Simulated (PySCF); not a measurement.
CH₃O (SMILES C[O-]), charge -1, singlet, geometry from GFN2-xTB, with bond 5-1 at 2.0 times its length; M062X/cc-pVDZ in PySCF.

Here is a job for PySCF.
```python
from pyscf import gto, scf, dft

mol = gto.M(
    atom='''
C    -0.023319    0.519241   -0.015400
O     0.034690   -0.772439    0.022909
H    -1.086395    0.974056   -0.049513
H     0.456560    1.070946    0.880976
H     1.007778    1.518889   -1.829276
''',
    basis='cc-pvdz',
    charge=-1,
    spin=0,
    verbose=4,
)

mf = dft.RKS(mol)
mf.xc = 'm062x'
mf.DIIS = scf.EDIIS
mf.kernel()
mf.analyze()
```

It wrote (shortened):

```
PySCF version 2.14.0

[INPUT] verbose = 4
[INPUT] num. atoms = 5
[INPUT] num. electrons = 18
[INPUT] charge = -1
[INPUT] spin (= nelec alpha-beta = 2S) = 0
[INPUT] symmetry False subgroup None
[INPUT] Mole.unit = angstrom
[INPUT] Symbol           X                Y                Z      unit          X                Y                Z       unit  Magmom
[...]
nuclear repulsion = 32.6107242177183
number of shells = 19
number of NR pGTOs = 73
number of NR cGTOs = 43
basis = cc-pvdz
ecp = {}

******** <class 'pyscf.dft.rks.RKS'> ********
method = RKS
initial guess = minao
damping factor = 0
level_shift factor = 0
DIIS = <class 'pyscf.scf.diis.EDIIS'>
diis_start_cycle = 1
diis_space = 8
diis_damp = 0
SCF conv_tol = 1e-09
SCF conv_tol_grad = None
SCF max_cycles = 50
direct_scf = True
direct_scf_tol = 1e-13
XC library pyscf.dft.libxc version 7.1.2
    S. Lehtola, C. Steigemann, M. J. T. Oliveira, and M. A. L. Marques,  SoftwareX 7, 1–5 (2018)
XC functionals = m062x
    Y. Zhao and D. G. Truhlar,  Theor. Chem. Acc. 120, 215 (2008)
    Y. Zhao and D. G. Truhlar,  Theor. Chem. Acc. 120, 215 (2008)
radial grids:
    Treutler-Ahlrichs [JCP 102, 346 (1995); DOI:10.1063/1.469408] (M4) radial grids

becke partition: Becke, JCP 88, 2547 (1988); DOI:10.1063/1.454033
pruning grids: <function nwchem_prune>
grids dens level: 3
symmetrized grids: False
atomic radii adjust function: <function treutler_atomic_radii_adjust>
small_rho_cutoff = 0
Set gradient conv threshold to 3.16228e-05
Initial guess from minao.
tot grids = 57624
init E= -114.78229829553
[...]
cycle= 1 E= -114.816296372628  delta_E= -0.034  |g|= 0.788  |ddm|= 1.86
[...]
cycle= 2 E= -114.46271701461  delta_E= 0.354  |g|= 1.52  |ddm|= 1.93
[...]
cycle= 3 E= -114.908418990459  delta_E= -0.446  |g|= 0.451  |ddm|= 1.58
[...]
cycle= 4 E= -114.908418989789  delta_E= 6.7e-10  |g|= 0.451  |ddm|= 2.44e-09
[...]
cycle= 5 E= -114.90841898861  delta_E= 1.18e-09  |g|= 0.451  |ddm|= 4.29e-09
[...]
cycle= 6 E= -114.908418989407  delta_E= -7.96e-10  |g|= 0.451  |ddm|= 2.9e-09
[...]
cycle= 7 E= -114.908418989253  delta_E= 1.54e-10  |g|= 0.451  |ddm|= 5.6e-10
[...]
cycle= 8 E= -114.908418989411  delta_E= -1.58e-10  |g|= 0.451  |ddm|= 5.76e-10
[...]
cycle= 9 E= -114.908418989388  delta_E= 2.26e-11  |g|= 0.451  |ddm|= 8.41e-11
[...]
cycle= 10 E= -114.883183196808  delta_E= 0.0252  |g|= 0.588  |ddm|= 0.0901
[...]
cycle= 11 E= -114.79516341491  delta_E= 0.088  |g|= 0.873  |ddm|= 1.02
[...]
[...]
[...]
cycle= 33 E= -114.951028086377  delta_E= -4.29e-12  |g|= 0.05  |ddm|= 1.55e-10
[...]
cycle= 34 E= -114.951028086212  delta_E= 1.65e-10  |g|= 0.05  |ddm|= 5.81e-09
[...]
cycle= 35 E= -114.951028086305  delta_E= -9.25e-11  |g|= 0.05  |ddm|= 3.24e-09
[...]
cycle= 36 E= -114.951028085694  delta_E= 6.11e-10  |g|= 0.05  |ddm|= 2.15e-08
[...]
cycle= 37 E= -114.950092163317  delta_E= 0.000936  |g|= 0.0852  |ddm|= 0.0923
[...]
cycle= 38 E= -114.951455614191  delta_E= -0.00136  |g|= 0.0181  |ddm|= 0.0706
[...]
cycle= 39 E= -114.951455614102  delta_E= 8.83e-11  |g|= 0.0181  |ddm|= 8.51e-09
[...]
cycle= 40 E= -114.951455614183  delta_E= -8.07e-11  |g|= 0.0181  |ddm|= 7.78e-09
[...]
cycle= 41 E= -114.951455614152  delta_E= 3.14e-11  |g|= 0.0181  |ddm|= 3.07e-09
[...]
cycle= 42 E= -114.951455614205  delta_E= -5.31e-11  |g|= 0.0181  |ddm|= 5.14e-09
[...]
cycle= 43 E= -114.951455614537  delta_E= -3.33e-10  |g|= 0.0181  |ddm|= 3.2e-08
[...]
cycle= 44 E= -114.951455614085  delta_E= 4.53e-10  |g|= 0.0181  |ddm|= 4.34e-08
[...]
cycle= 45 E= -114.951281261761  delta_E= 0.000174  |g|= 0.0349  |ddm|= 0.0112
[...]
cycle= 46 E= -114.951329359415  delta_E= -4.81e-05  |g|= 0.0311  |ddm|= 0.0455
[...]
cycle= 47 E= -114.951519809812  delta_E= -0.00019  |g|= 0.00209  |ddm|= 0.0204
[...]
cycle= 48 E= -114.951519809808  delta_E= 4.21e-12  |g|= 0.00209  |ddm|= 3.63e-09
[...]
cycle= 49 E= -114.951519809784  delta_E= 2.35e-11  |g|= 0.00209  |ddm|= 2.12e-08
[...]
cycle= 50 E= -114.951519809799  delta_E= -1.45e-11  |g|= 0.00209  |ddm|= 1.27e-08
SCF not converged.
SCF energy = -114.951519809799
**** SCF Summaries ****
Total Energy =                        -114.951519809798825
Nuclear Repulsion Energy =              32.610724217718271
One-electron Energy =                 -225.132726487572256
Two-electron Energy =                   77.570482460055160
Two-electron Coulomb Energy =           92.680710260840684
DFT Exchange-Correlation Energy =      -15.110227800785523
HOMO-LUMO gap [eV] =                     5.903324582941696
**** MO energy ****
[...]
 ** Mulliken pop on meta-lowdin orthogonal AOs  **
 ** Mulliken pop  **
 ** Mulliken atomic charges  **
charge of    0C =      0.10135
charge of    1O =     -0.55735
charge of    2H =      0.01178
charge of    3H =      0.01182
charge of    4H =     -0.56760

WARN: System has nonzero charge -1; the dipole moment is origin-dependent.
Location of origin: [0. 0. 0.]

Dipole moment(X, Y, Z, Debye): -2.84688, -2.05434,  4.93551
```

The run did not converge; its last values are not results.
